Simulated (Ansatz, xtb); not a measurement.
# FGeHSi2: where a starting geometry ends

The starting geometry of this gas-phase singlet has its atoms placed at random.

```xyz
5

F    -1.1961    0.2599   -1.6163
Ge   -1.0634   -1.4421    0.4755
Si    0.0567    1.0453   -1.1877
Si    1.0296   -0.1637    0.8250
H    -0.2181   -1.1322   -0.5513
```

Task: Guess where an optimisation with r2SCAN-D4/def2-SVP ends from this start.

Result: It ends as a structure with H5 bridging Si4 and Ge2, given below by its coordinates. Distances that change by over a tenth: Ge2–H5 (1.37 → 1.81 Å). Contacts that close: Si3–Si4 (2.54 → 2.39 Å), Si4–H5 (2.09 → 1.66 Å).

The energy falls by 2.50 eV over 11 steps:

```
step  E − E(last) (eV)
   1             2.501
   2             1.004
   3             0.317
   4             0.148
   5             0.083
   7             0.009
   8             0.002
   9             0.000
  10             0.000
  11             0.000
```

Final geometry (Å):

```yaml
atoms:
  - { symbol: F, position_ang: [-0.8406, 0.5388, -2.2331] }
  - { symbol: Ge, position_ang: [-0.9928, -1.4311, 1.1365] }
  - { symbol: Si, position_ang: [-0.3277, 1.3709, -0.9117] }
  - { symbol: Si, position_ang: [0.7954, -0.3334, 0.3387] }
  - { symbol: H, position_ang: [-0.0256, -1.5779, -0.3851] }
```

From the same start GFN2-xTB ends elsewhere, differing in Si4–H5 (2.61 against 1.66 Å here).

From so rough a start the end depends on the optimiser's path, so another program may land elsewhere. The end wasn't checked by frequencies. Run with Ansatz 0.2.0, 18 s on 2 threads of Intel(R) Xeon(R) Platinum 8375C CPU @ 2.90GHz (Ice Lake), with other jobs on the host.
